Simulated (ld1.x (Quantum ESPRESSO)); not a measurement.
Values are calculated unless marked as measured or tabulated.
Potentials for magnesium (Mg) compared

Generated with ld1.x 7.5 (TM, RRKJ, ultrasoft, PAW), atompaw 4.2 or ONCVPSP 4.0.1. The cutoff is in Ry: for ld1.x and atompaw files where the sum of valence levels is converged to 10 mRy in a Bessel basis, for ONCV files where the hardest occupied wave has 1 mHa per electron of residual kinetic energy. The error is the largest all-electron minus pseudo excitation energy over each file’s own four to seven test configurations (ionisations up to +4, promotions, holes and added fractions of an electron), all of which were solved. The labels leave out finer settings (local radius, basis sizes, second energies), which also bear on the numbers. Spin-polarised tests are not counted. The rows are a selection from randomly drawn settings: files with unsolved tests, undetermined cutoffs or missed reference levels are left out.

```tsv
potential	cutoff (Ry)	largest error (meV)	bound ghosts
ultrasoft, Wu–Cohen, scalar-relativistic, rc 1.10/1.25/1.35 (spd), local smoothed, core correction yes, reference 2s2 2p6 3s2 3p0	55	+13	none
TM semilocal, LDA (PZ), scalar-relativistic, rc 1.05/1.00/0.80 (spd), local s, core correction yes, reference 2s2 2p6 3s0 3p0	160	+862	none
TM, BP86, non-relativistic, rc 2.20/1.15 (sp), local s, core correction no, reference 2p6 3s2 3p0	140	-1216	none
```

Q: Fill in the row for Mg: TM, PW91, scalar-relativistic, rc 1.80/3.25/2.60 (spd), local p, core correction yes, reference 3s1 3p0.

A: cutoff 6 Ry, largest error +11 meV, bound ghosts: none.

Q: Fill in the row for Mg: TM, PBE, scalar-relativistic, rc 1.75/3.05 (sp), local s, core correction no, reference 3s1 3p0.

A: cutoff 8 Ry, largest error +58 meV, bound ghosts: none.

Q: Fill in the row for Mg: TM, PBE, scalar-relativistic, rc 2.65/2.75/2.15 (spd), local s, core correction no, reference 3s1.5 3p0.

A: cutoff 6 Ry, largest error +93 meV, bound ghosts: none.
